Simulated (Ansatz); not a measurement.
Isomers of H10Si4, B3LYP-D3(BJ)/def2-TZVP minima from an xTB search, which can miss the lowest.
Isomer 1, SMILES [SiH3][SiH]([SiH3])[SiH3] (charge 0, multiplicity 1):
```xyz
14

Si    -1.2072     1.8363     0.2808
Si     0.0478     0.0954    -0.6607
Si     2.1978     0.0750     0.2714
Si    -1.0122    -1.9545    -0.2530
H     -0.5564     3.1471     0.0387
H     -1.3134     1.6249     1.7451
H     -2.5751     1.8704    -0.2920
H      0.1545     0.3080    -2.1298
H      2.0926    -0.1388     1.7355
H      2.8899     1.3647     0.0307
H      3.0141    -1.0194    -0.3084
H     -1.1192    -2.1660     1.2113
H     -2.3774    -1.9673    -0.8330
H     -0.2360    -3.0756    -0.8366
```
Isomer 2, SMILES [SiH3][SiH2][SiH2][SiH3] (charge 0, multiplicity 1):
```xyz
14

Si     2.82217    -0.93503    -0.05406
Si     0.48798    -1.04070     0.12836
Si    -0.48726     1.04315    -0.32147
Si    -2.82282     0.93321    -0.16071
H      3.19576    -0.51772    -1.42751
H      3.45128    -2.24769     0.23241
H      3.35201     0.06586     0.90382
H      0.10764    -1.47012     1.49923
H     -0.04619    -2.04459    -0.82831
H      0.03780     2.04461     0.64270
H     -0.09636     1.47752    -1.68778
H     -3.45117     2.24483    -0.45333
H     -3.34143    -0.06843    -1.12399
H     -3.20941     0.51510     1.20891
```

Cores are frozen in the correlated methods. MP2 and its Hartree–Fock in cc-pV(Q+d)Z are density fitted.

Programs: Ansatz (a quantum-chemistry and plane-wave program) with Gaussian orbitals. Each number belongs to the level named beside it.

The energy of isomer 2 above isomer 1 is E(isomer 2) − E(isomer 1). Total energies (hartree):

```csv
level,isomer 2,isomer 1
HF/cc-pV(T+d)Z,-1161.6034877,-1161.6043722
MP2/cc-pV(T+d)Z,-1162.1143157,-1162.1171430
HF/cc-pV(Q+d)Z,-1161.6167439,-1161.6175806
MP2/cc-pV(Q+d)Z,-1162.1643342,-1162.1670682
CCSD(T)/cc-pV(T+d)Z,-1162.2243951,-1162.2265107
```

Q: Work out the energy of isomer 2 above isomer 1 at the basis-set limit: extrapolate the MP2 correlation part as X⁻³, take Hartree–Fock from the larger set, and add the CCSD(T) − MP2 difference of cc-pV(T+d)Z.

A: 
1. Differences (1 hartree = 627.509 kcal/mol): HF/cc-pV(T+d)Z 0.555; MP2/cc-pV(T+d)Z 1.774; HF/cc-pV(Q+d)Z 0.525; MP2/cc-pV(Q+d)Z 1.716; CCSD(T)/cc-pV(T+d)Z 1.328.
2. Correlation parts, MP2 less HF: 1.219 in cc-pV(T+d)Z (X = 3), 1.191 in cc-pV(Q+d)Z (X = 4).
3. Limit (4³·(1.191) − 3³·(1.219))/(4³ − 3³) = 1.170; with HF/cc-pV(Q+d)Z it gives 1.695.
4. CCSD(T) less MP2 in cc-pV(T+d)Z: -0.447.
Result: 1.25 kcal/mol, against 1.77 at MP2/cc-pV(T+d)Z. It is an estimate of this method's limit, not of the exact value.
